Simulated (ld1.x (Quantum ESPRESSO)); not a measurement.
Re (Z = 75): one change to a TM semilocal potential, before and after

rhenium, norm-conserving Troullier–Martins (semilocal form), made with ld1.x (Quantum ESPRESSO) 7.5 (PBE, scalar-relativistic). Core [Xe] 4f14, reference 5d5 6s1.5 6p0.5. Waves: 6s (bound): rc 2.70 bohr; 5d (bound): rc 2.10 bohr; 6p (bound): rc 2.75 bohr. Local part: the p channel. Core correction: a·sin(br)/r model core, default radius (core density twice the valence density).

Change: wave 6p (bound): rc 2.75 bohr becomes 6p (bound): rc 2.94 bohr.

Cutoffs: the cutoffs (Ry, on a coarse ladder) from which the occupation-weighted sum of valence levels, in a spherical-Bessel basis at the reference potential, stays within 10 and 1 mRy of its value at 400 Ry; they do not see the model core or the augmentation charge, which bear on the density cutoff. Errors are all-electron minus pseudo energies relative to the spin-unpolarised reference configuration.

Problem. Predict the effect on cutoff, ghosts and configuration errors.

Solution. The potential gets neither clearly harder nor softer (35 Ry and 40 Ry → 35 Ry and 40 Ry); of the 7 tests that both files solve, the error grows in 1 and shrinks in 0 by more than 15 % and 0.3 meV (median size 11.3 → 12.7 meV); neither file shows a bound ghost. A semilocal file is local in each channel, so a ghost entry of none says nothing of the separable form that plane-wave codes build from it.

```csv
quantity,base,changed
"cutoff, loose",35 Ry,35 Ry
"cutoff, tight",40 Ry,40 Ry
bound ghosts,none,none
"error for 5d5 6s2 6p0, meV [ΔE -2.35 eV]",0.0,0.0
"error for 5d5 6s1 6p0, meV [ΔE 6.90 eV]",-7.9,-8.1
"error for 5d5 6s0 6p0, meV [ΔE 23.22 eV]",-43,-42
"error for 5d4 6s2 6p0, meV [ΔE 7.61 eV]",-40,-39
"error for 5d3 6s0 6p0, meV [ΔE 89.71 eV]",-439,-434
"error for 5d5 6s0 6p1, meV [ΔE 12.70 eV]",-11,-13
"error for 5d5 6s1 6p1, meV [ΔE 2.44 eV]",-1.4,-1.5
```
